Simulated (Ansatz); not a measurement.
Born–Oppenheimer molecular dynamics of AlF₂H₃O (7 atoms, charge 0, multiplicity 1). It starts at the highest image of a converged band, a first-order saddle point between two minima.

Level of theory: Ansatz 0.2.0, RHF/6-31G*.

- ensemble: NVE (velocity Verlet)
- time step: 0.5 fs
- steps asked: 200
- starting velocities drawn for: 300 K
- seed: 8985

First frame:

```xyz
7
Properties=species:S:1:pos:R:3
Al 0.060 -0.270 -0.085
H -0.008 -0.047 1.664
F 1.446 0.302 -0.721
F -1.365 0.089 -0.796
O 0.112 -1.935 0.618
H -0.569 -2.592 0.524
H -0.005 -1.072 1.519
```

(1) How far do the bonds stretch over the last three quarters of this one trajectory? (Pairs bonded in most of those frames.)

Answers

(1) 
```tsv
bond	mean (Å)	spread (Å)	shortest	longest
Al1–F3	1.639	0.062	1.53	1.73
Al1–F4	1.636	0.038	1.57	1.71
Al1–O5	1.675	0.043	1.59	1.76
H2–H7	0.734	0.037	0.68	0.79
O5–H6	0.948	0.027	0.91	0.98
```

Mean temperature of the second half: 1964 K. The conserved energy stayed within 0.41 meV per atom of its start (net change -0.072 meV per atom), so the integration is sound. The kinetic energy rose, since the run started high on the potential surface and went downhill. It ends in pieces (AlF2HO + H2), so much of that is their flight and rotation, not heat. A run of 0.1 ps of so small a system gives no equilibrium averages. The orbitals stay closed-shell, which can raise the energy where a bond breaks towards radicals; this wasn't checked here.

Run time: 2 min on 1 thread of Arm Neoverse V2, with other jobs on the host, peak memory 0.11 GiB.
